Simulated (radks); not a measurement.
Problem. Radial electron density D(r) = 4 pi r^2 rho(r) of an atom or ion with 67 electrons. Calculated with a radial shooting solver on a logarithmic mesh with Libxc functionals: scalar-relativistic Kohn-Sham, r2SCAN, spin-unpolarised, spherical densities, finite nucleus; meta-GGA in the generalised Kohn-Sham scheme; Fermi nuclear charge, rms radius of each element as measured or else 0.836 A^(1/3) + 0.57 fm.

```
   r/bohr * D(r) (the largest magnitude, 122, reaches the edge; | marks zero)
 0.002589 |         *
 0.003537 |              *
 0.004832 |                     *
 0.006601 |                             *
 0.009018 |                                    *
  0.01242 |                                        *
  0.01697 |                                        *
  0.02318 |                                    *
  0.03166 |                                     *
  0.04326 |                                             *
   0.0591 |                                                      *
  0.08138 |                                                 *
   0.1112 |                                         *
   0.1519 |                                              *
   0.2075 |                                            *
   0.2835 |                          *
   0.3873 |                       *
   0.5334 |                         *
   0.7286 |              *
   0.9954 |       *
     1.36 |    *
    1.858 | *
    2.559 |*
    3.495 *
    4.775 *
    6.524 *
    8.912 *
```

What is the nuclear charge?

Solution. Z = 68. The innermost maximum, from 1s, lies near gamma/Z bohr with gamma = sqrt(1 - (Z/c)^2) = 0.868, here 0.0128 bohr (found: 0.0140), and its height grows with Z. The density is that of the erbium ion Er+ in [Xe] 4f12 6s1; the configuration itself is not fixed sharply by these data, and Z only to a few units. D(r) has 4 maxima, at r = 0.0140, 0.0630, 0.175, 0.477 bohr, and minima at 0.0268, 0.114, 0.338 bohr, inside which lie 1.92, 11.08, 29.60 electrons.
